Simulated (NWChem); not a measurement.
SiH2O, singlet; SMILES O[SiH]

Computed with NWChem. Low-valent species are run as closed-shell singlets; no triplet was tried in these runs. The geometry was optimised at PBE0/def2-SVP. Ions are spin-unrestricted doublets at the neutral geometry; other ion states weren't tried.

For level PBE/def2-SVP:

| Property | Value |
|---|---|
| −ε(HOMO) (eV) | 5.43 |

**Question.** How do the values read with level B3LYP/def2-SVP instead?

**Answer.** The −ε(HOMO) (eV) comes out as 6.36.
